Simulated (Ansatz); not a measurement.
Process, species as SMILES: [SiH2](O[SiH2])C -> O([SiH2-])[SiH2]C (an electron is taken up)

Wanted: adiabatic electron affinity (0 K, with zero-point energies), in eV. Positive where the reaction releases energy. Conventions: six Cartesian d functions in 6-31G* and its kin unless marked 5d; no dispersion term unless named; spin-orbit terms left out; non-relativistic; UHF or UKS for open shells; frozen cores in correlated levels. CBS marks a two-point X^-3 extrapolation of the correlation energy; Hartree-Fock from the larger set. [CCSD(T)-MP2]/basis is that difference in the basis named. First-principles rows: single points at B3LYP-D3(BJ) geometries (Ansatz, a quantum-chemistry and plane-wave program), with unscaled harmonic terms from B3LYP/6-31G* (Ansatz) at its own minima. Anions need diffuse functions, which STO-3G, LANL2DZ, def2-SVP, cc-pVDZ and Pople sets without + lack.

```json
[
 {"species": "C[SiH2]O[SiH2]", "coefficient": "+1", "E at B3LYP/6-31G* (Ansatz), Eh": "-696.55971", "E at B3LYP/def2-TZVPD (Ansatz), Eh": "-696.68497", "zero-point energy, kcal/mol": "46.74"},
 {"species": "C[SiH2]O[SiH2-]", "coefficient": "-1", "E at B3LYP/6-31G* (Ansatz), Eh": "-696.59953", "E at B3LYP/def2-TZVPD (Ansatz), Eh": "-696.73250", "zero-point energy, kcal/mol": "45.47"}
]
```

Coupled cluster (Ansatz) is a level with limits of its own, used here on species with T1 under 0.025 (0.045 for open shells) and stable references: RI-MP2/CBS(aug-cc-pV(T+d)Z,aug-cc-pV(Q+d)Z)+[CCSD(T)-MP2]/aug-cc-pV(T+d)Z. Value to compare with, RI-MP2/CBS(aug-cc-pV(T+d)Z,aug-cc-pV(Q+d)Z)+[CCSD(T)-MP2]/aug-cc-pV(T+d)Z (Ansatz): 1.43 eV. 1 Eh = 27.2114 eV and 1 eV = 23.0605 kcal/mol.

**Question.** Work the quantity out at each level, and compare with RI-MP2/CBS(aug-cc-pV(T+d)Z,aug-cc-pV(Q+d)Z)+[CCSD(T)-MP2]/aug-cc-pV(T+d)Z (Ansatz).

**Answer.** 
- B3LYP/6-31G*: the sum of coefficient times E is 0.03982 Eh, or 1.084 eV; the thermal terms add 0.055. Result: 1.14 eV. Its difference against RI-MP2/CBS(aug-cc-pV(T+d)Z,aug-cc-pV(Q+d)Z)+[CCSD(T)-MP2]/aug-cc-pV(T+d)Z (Ansatz) is -0.29 eV.
- B3LYP/def2-TZVPD: the sum of coefficient times E is 0.04753 Eh, or 1.293 eV; the thermal terms add 0.055. Result: 1.35 eV. Its difference against RI-MP2/CBS(aug-cc-pV(T+d)Z,aug-cc-pV(Q+d)Z)+[CCSD(T)-MP2]/aug-cc-pV(T+d)Z (Ansatz) is -0.08 eV.
